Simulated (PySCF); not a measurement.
CH13NSi4, SMILES [SiH3]NC[SiH2][SiH2][SiH3].

Geometry: PBE0-D3(BJ)/def2-SVP. This is a generated structure with no PubChem entry under its InChIKey; it may be hypothetical. Other conformers were not sampled.

Two levels are set side by side: PBE/def2-TZVP (PySCF) and B3LYP/def2-TZVP (PySCF). Same geometry, gas phase. Differences are taken from unrounded values.

```csv
quantity,B3LYP
orbital gap (eV),5.85
highest occupied level (eV),-6.33
lowest empty level (eV),-0.48
dipole moment (D),0.58
```

What does PBE give, and how far is it from B3LYP? (The exact figures need the calculation; the answer reports its results.)


```tsv
quantity	PBE	PBE minus B3LYP
orbital gap (eV)	4.19	-1.66
highest occupied level (eV)	-5.31	1.02
lowest empty level (eV)	-1.12	-0.64
dipole moment (D)	0.62	0.04
```

Without exact exchange PBE keeps part of each electron's self-repulsion, which lifts occupied levels and narrows the gap. Differences between two approximate levels are no errors against the true value.

Rough cost on one machine, each run with all the roots and properties that it gave: B3LYP against PBE within a factor of 2.
